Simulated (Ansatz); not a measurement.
Born–Oppenheimer molecular dynamics of CH$_{7}$BrSi (10 atoms, charge 0, multiplicity 1). It starts at the highest image of a converged band. Of that band: Neighbouring images differ by up to 1.9 eV, so the band resolves the path poorly. A vibrational analysis at the climbing image gives one clearly imaginary mode, 580i cm⁻¹: a first-order saddle point.

The calculation used Ansatz, RKS B3LYP/def2-SVP.

* ensemble: NVE (velocity Verlet)
* time step: 0.5 fs
* steps asked: 200
* starting velocities drawn for: 300 K
* seed: 10426

First frame:

```xyz
10
Properties=species:S:1:pos:R:3
Si -1.048 0.229 -0.263
Br 0.009 -2.105 -1.483
H -1.145 0.652 -1.673
H -1.197 1.480 0.553
H -1.950 -0.765 0.351
H 0.547 -0.658 -0.255
C 0.990 0.195 0.537
H 1.233 1.202 0.176
H 1.907 -0.419 0.475
H 0.654 0.190 1.582
```

Question: How far do the bonds stretch over the last three quarters of this one trajectory? (Pairs bonded in most of those frames.)

Answer: 
| bond | mean (Å) | spread (Å) | shortest | longest |
| --- | --- | --- | --- | --- |
| Si1–H3 | 1.496 | 0.033 | 1.44 | 1.55 |
| Si1–H4 | 1.499 | 0.035 | 1.45 | 1.55 |
| Si1–H5 | 1.494 | 0.006 | 1.48 | 1.51 |
| Si1–C7 | 1.898 | 0.057 | 1.80 | 1.98 |
| Br2–H6 | 1.473 | 0.094 | 1.32 | 1.61 |
| C7–H8 | 1.106 | 0.030 | 1.05 | 1.16 |
| C7–H9 | 1.105 | 0.026 | 1.05 | 1.15 |
| C7–H10 | 1.104 | 0.016 | 1.07 | 1.13 |

Mean temperature of the second half: 1746 K. The conserved energy stayed within 0.25 meV per atom of its start (net change 0.0029 meV per atom), so the integration is sound. The system heated up, since it started high on the potential surface and ran downhill. A run of 0.1 ps of so small a system gives no equilibrium averages. The orbitals stay closed-shell, which can raise the energy where a bond breaks towards radicals; this wasn't checked here.

The run took 8.1 min on 2 threads of Arm Neoverse V1 (shared host), peak memory 0.21 GiB.
